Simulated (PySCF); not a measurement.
Continuum solvent and chemical shifts

Atoms are numbered as in `[CH:1]#[C:2][C@H:3]1[CH2:4][CH2:5][C:6](=[O:7])[O:8][CH2:9]1`. Each H is labelled by its parent atom. Ha(C4), Ha(C5), Ha(C9) are cis to C2 on the ring; Hb(C4), Hb(C5), Hb(C9) are trans to C2 on the ring.

GIAO PBE0/pcSseg-1 in PySCF 2.14.0 with density-fitted response routines on one PBE0-D3(BJ)/def2-SVP conformer, non-relativistic, equivalent nuclei averaged. Solvents enter as an IEF-PCM continuum (dichloromethane with ε = 8.9, methanol with ε = 32.6) around the gas-phase geometry. Shifts are referred to TMS computed in the same medium.

In dichloromethane, δ in ppm: C6 173.1, C2 87.7, C1 79.1, C9 73.5, C5 32.3, C4 30.3, C3 27.0, Hb(C9) 4.44, Ha(C9) 4.06, H(C3) 2.73, Hb(C5) 2.50, Ha(C5) 2.44, H(C1) 2.38, Hb(C4) 2.00. Dipole moment 5.09 D.

(1) How does each δ change in the more polar medium?

(2) Which of the listed nuclei move most (in ppm), and what does the model miss? (N and O are left out, as their reference compounds move with the solvent too.)

Results:

(1) 
```json
{"atoms": "C6", "environment": "ester carbonyl carbon", "Δδ, methanol": "+1.0"}
{"atoms": "C2", "environment": "alkyne carbon", "Δδ, methanol": "+0.4"}
{"atoms": "C1", "environment": "terminal alkyne carbon", "Δδ, methanol": "+0.1"}
{"atoms": "C9", "environment": "sp3 CH2 bonded to O", "Δδ, methanol": "+0.2"}
{"atoms": "C5", "environment": "sp3 CH2 α to a carbonyl", "Δδ, methanol": "+0.2"}
{"atoms": "C4", "environment": "sp3 CH2 in a ring", "Δδ, methanol": "0.0"}
{"atoms": "C3", "environment": "propargylic sp3 CH", "Δδ, methanol": "0.0"}
{"atoms": "Hb(C9)", "environment": "hydrogen on an sp3 CH2 bonded to O", "Δδ, methanol": "+0.01"}
{"atoms": "Ha(C9)", "environment": "hydrogen on an sp3 CH2 bonded to O", "Δδ, methanol": "+0.03"}
{"atoms": "H(C3)", "environment": "hydrogen on a propargylic sp3 CH", "Δδ, methanol": "+0.05"}
{"atoms": "Hb(C5)", "environment": "hydrogen on an sp3 CH2 α to a carbonyl", "Δδ, methanol": "+0.05"}
{"atoms": "Ha(C5)", "environment": "hydrogen on an sp3 CH2 α to a carbonyl", "Δδ, methanol": "+0.01"}
{"atoms": "H(C1)", "environment": "hydrogen on a terminal alkyne carbon", "Δδ, methanol": "+0.05"}
{"atoms": "Hb(C4)", "environment": "hydrogen on an sp3 CH2 in a ring", "Δδ, methanol": "+0.01"}
```

Changes are relative to dichloromethane. The dipole moment becomes 5.20 D in methanol.

(2) C6 (ester carbonyl carbon, +1.0 ppm) in methanol. A continuum only polarises the solute; specific hydrogen bonds, the anisotropy of aromatic solvents and changes of geometry or conformer are outside it.
